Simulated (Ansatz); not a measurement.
Molecule: sum formula YOBr, charge 0, multiplicity 1. 
Coordinates optimised at B3LYP-D3(BJ)/def2-TZVP (Ansatz, an electronic-structure program):
```
Y
O 1 1.8091
Br 1 2.6836 2 119.43
```

Dipole moments at this geometry, in debye (magnitudes).

```json
[
 {"level": "SVWN5/def2-TZVPD", "program": "Ansatz", "dipole (D)": "6.94"},
 {"level": "BLYP/def2-TZVPD", "program": "Ansatz", "dipole (D)": "7.01"},
 {"level": "r2SCAN/def2-TZVPD", "program": "Ansatz", "dipole (D)": "7.35"},
 {"level": "B97M-V/def2-TZVPD", "program": "Ansatz", "dipole (D)": "7.43"},
 {"level": "B3LYP/def2-TZVPD", "program": "Ansatz", "dipole (D)": "7.36"},
 {"level": "PBE0/def2-TZVPD", "program": "Ansatz", "dipole (D)": "7.42"},
 {"level": "BHLYP/def2-TZVPD", "program": "Ansatz", "dipole (D)": "7.80"},
 {"level": "r2SCANh/def2-TZVPD", "program": "Ansatz", "dipole (D)": "?"},
 {"level": "r2SCAN0/def2-TZVPD", "program": "Ansatz", "dipole (D)": "7.61"},
 {"level": "CAM-B3LYP/def2-TZVPD", "program": "Ansatz", "dipole (D)": "7.62"},
 {"level": "wB97M-V/def2-TZVPD", "program": "Ansatz", "dipole (D)": "7.67"},
 {"level": "wB97X-V/def2-TZVPD", "program": "Ansatz", "dipole (D)": "7.74"},
 {"level": "CCSD(T)/def2-SVPD", "program": "Ansatz", "dipole (D)": "?"}
]
```

### Question
Fill in the missing entries.

### Answer

- r2SCANh/def2-TZVPD, dipole (D): 7.46
- CCSD(T)/def2-SVPD, dipole (D): 7.78
